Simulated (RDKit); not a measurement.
RDKit input (UFF):

```python
from rdkit import Chem
from rdkit.Chem import AllChem, rdDetermineBonds

mol = Chem.MolFromXYZFile('mol.xyz')
rdDetermineBonds.DetermineBonds(mol, charge=1)
print('SMILES', Chem.MolToSmiles(Chem.RemoveHs(mol)))
ff = AllChem.UFFGetMoleculeForceField(mol)
e0 = ff.CalcEnergy()
flag = ff.Minimize(maxIts=5000, forceTol=1e-5)
print(f'energy {e0:.4f} -> {ff.CalcEnergy():.4f} kcal/mol, converged: {flag == 0}')
print(Chem.MolToXYZBlock(mol))
```
mol.xyz:
```
5

B      0.75463700     0.20855000     0.04226600
N     -0.50761300    -0.14028300    -0.02843000
H      1.87925600     0.51934700     0.10525400
H     -1.28046000     0.52232700     0.05508600
H     -0.81868700    -1.10244200    -0.17265600
```

Output:

```
[00:20:01] UFFTYPER: Unrecognized atom type: B_1 (0)
SMILES B=[NH2+]
energy 0.6504 -> -0.0880 kcal/mol, converged: True
5

B      0.754638    0.208554    0.042237
N     -0.470762   -0.130123   -0.026368
H      1.675636    0.463067    0.093848
H     -1.207671    0.582912    0.065047
H     -0.724708   -1.116911   -0.173243
```

The dipole moment of an ion depends on the origin.

The geometry given is a B3LYP-D3(BJ)/def2-TZVP minimum.
